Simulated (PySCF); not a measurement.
These 2 structures share the formula C8H15NSi. The calculation used PBE0-D3(BJ)/def2-SVP geometry optimisation, gas phase (PySCF). One conformer each; no zero-point energy, no entropy. No frequencies were run at this level. Point groups hold within 0.08 Å.

Question: Order them by energy at this level, lowest first, and give relative energies in kcal/mol.
A. `CN(C)[Si](C=C)(C=C)C=C` (Si(vinyl)3(NMe2))
B. `[CH2:1]=[CH:2][CH2:3][N:4]([CH3:5])[Si@@H:6]([CH3:7])[C:8]#[C:9][CH3:10]` with C1–C2–C3–N4 -124°, C2–C3–N4–C5 68°, C3–N4–Si6–C7 161°

Answer: A (0.0), B (0.9).

Neighbours under 2.5 kcal/mol apart (C=C[Si](C=C)(C=C)N(C)C and C=CCN(C)[Si@@H](C)C#CC) can change places with a better method, another conformer or zero-point energy.

| SMILES | E (Eh) | E rel (kcal/mol) | dipole (D) | point group | A, B, C (MHz) |
| --- | --- | --- | --- | --- | --- |
| C=C[Si](C=C)(C=C)N(C)C | -657.16969 | 0.0 | 0.27 | C1 | 1085, 968.9, 840.4 |
| C=CCN(C)[Si@@H](C)C#CC | -657.16822 | 0.9 | 1.41 | C1 | 1590, 543.3, 455.7 |
